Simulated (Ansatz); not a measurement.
A trace of molecular dynamics of C₂H₁₀FN₃Si (17 atoms, charge 0, multiplicity 1).

All numbers below come from Ansatz 0.2.0, RKS PBE/6-31G.

```
ensemble                      : NVE (velocity Verlet)
starting velocities drawn for : 700 K
seed                          : 508519
```

| time (fs) | T (K) | potential energy less start (eV) | conserved less start (meV/atom) |
| --- | --- | --- | --- |
| 0 | 700 | 0.000 | 0.00 |
| 3 | 489 | 0.415 | 0.38 |
| 6 | 625 | 0.144 | -0.13 |
| 9 | 499 | 0.394 | 0.22 |
| 12 | 527 | 0.339 | 0.19 |
| 15 | 555 | 0.282 | -0.02 |
| 18 | 589 | 0.218 | 0.11 |
| 21 | 608 | 0.181 | 0.13 |
| 24 | 700 | -0.003 | -0.16 |
| 27 | 586 | 0.227 | 0.27 |
| 30 | 763 | -0.125 | -0.11 |
| 33 | 782 | -0.163 | -0.21 |
| 36 | 591 | 0.217 | 0.27 |
| 39 | 737 | -0.075 | -0.19 |
| 42 | 712 | -0.027 | -0.19 |
| 45 | 530 | 0.333 | 0.26 |
| 48 | 682 | 0.033 | -0.13 |
| 51 | 717 | -0.035 | -0.13 |
| 54 | 521 | 0.352 | 0.24 |
| 57 | 571 | 0.247 | -0.14 |
| 60 | 499 | 0.391 | 0.10 |
| 63 | 470 | 0.449 | 0.19 |
| 66 | 475 | 0.434 | -0.07 |
| 69 | 451 | 0.486 | 0.17 |
| 72 | 580 | 0.236 | 0.19 |
| 75 | 694 | 0.010 | -0.11 |

Problem. Can this run be trusted? Judge the integration.

Solution. The conserved energy stayed within 0.38 meV per atom of its start (net change -0.11 meV per atom), so the integration is sound. A run of 0.075 ps of so small a system gives no equilibrium averages. Limits of this set-up: no polarisation functions. The time step was 0.5 fs.

Run time: 16 min on 1 thread of Arm Neoverse V1, with other jobs on the host, peak memory 0.16 GiB.
